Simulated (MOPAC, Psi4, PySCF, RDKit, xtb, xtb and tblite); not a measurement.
Two geometries of C2H9NSi, SMILES CC[SiH2]N, relaxed at GFN2-xTB with one dihedral held; other torsions can differ between them too.

Structure A

```
13

C     -1.9409    -0.0448     0.2676
C     -0.5641     0.6062     0.3308
Si     0.8603    -0.6543     0.2224
N      1.7737    -0.2260    -1.1768
H     -2.0625    -0.5916    -0.6645
H     -2.7306     0.7035     0.3297
H     -2.0718    -0.7448     1.0902
H     -0.4837     1.3274    -0.4843
H     -0.4915     1.1768     1.2581
H      0.3917    -2.0149    -0.0475
H      1.6057    -0.6514     1.4958
H      2.0157     0.7409    -1.3254
H      2.5498    -0.8114    -1.4396
```

Structure B

```
13

C      1.9728    -0.0237     0.2353
C      0.5836     0.5851     0.3915
Si    -0.8529    -0.6666     0.2957
N     -0.1865    -2.2458     0.4741
H      2.0838    -0.4905    -0.7419
H      2.7428     0.7417     0.3300
H      2.1471    -0.7772     0.9993
H      0.4470     1.3545    -0.3699
H      0.5417     1.1017     1.3515
H     -1.7816    -0.5220     1.4187
H     -1.5823    -0.4510    -0.9695
H      0.6235    -2.5009    -0.0674
H     -0.8167    -3.0287     0.5335
```

Q: Which is lower in energy at the level DF-MP2 (frozen core)/cc-pVTZ // GFN2-xTB (Psi4 1.11), and by how much?

A: B is lower, by 1.73 kJ/mol (dihedral C1–C2–Si3–N4: 120° in A, 15° in B).

E(B) − E(A) in kJ/mol at the other levels, on the same two geometries: GFN2-xTB (xtb and tblite) 1.22; MMFF94 // GFN2-xTB (RDKit) 0.80; B3LYP/def2-TZVP // GFN2-xTB (Psi4) -0.15; B3LYP-D3(BJ)/def2-TZVP // GFN2-xTB (Psi4) -1.45; PBE/def2-TZVP // GFN2-xTB (Psi4) -0.48; PBE-D3(BJ)/def2-TZVP // GFN2-xTB (Psi4) -1.27; wB97X-D/def2-TZVP // GFN2-xTB (Psi4) -1.86; HF/cc-pVTZ // GFN2-xTB (Psi4) -0.06; UFF // GFN2-xTB (RDKit) 2.22; PM6, restricted, heats of formation // GFN2-xTB (MOPAC) -1.67; PM3, restricted, heats of formation // GFN2-xTB (MOPAC) 3.56; GFN1-xTB // GFN2-xTB (xtb) -1.00; restricted B3LYP/6-31G*, spherical d // GFN2-xTB (PySCF) 0.13; restricted B3LYP/LANL2DZ, with its core potentials past Ne // GFN2-xTB (PySCF) -1.22; restricted Hartree-Fock/LANL2DZ, with its core potentials past Ne // GFN2-xTB (PySCF) -0.78; restricted LDA (SVWN5)/6-31G*, spherical d // GFN2-xTB (PySCF) -2.15.
